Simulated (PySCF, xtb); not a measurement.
Zr(F)3(Me) (CH3F3Zr), SMILES [CH3][Zr]([F])([F])[F], multiplicity 1.

xtb with GFN2-xTB at its own geometry gives an orbital gap of 3.52 eV and a dipole moment of 1.44 D.

The structure is a stationary point at r2SCAN-D4/def2-SVP. The multiplicity is an assumed one; no other spin state was optimised. The structure was generated by enumeration; whether it is a known compound was not checked. The def2 effective core potentials stand for the cores of Zr; spin–orbit coupling is left out.

Problem. What does PBE/def2-TZVP (PySCF) give? (Estimate from the structure and the level; the computed values follow.)

Solution. gap 4.84 eV (levels -7.07 and -2.23 eV), dipole 1.03 D.
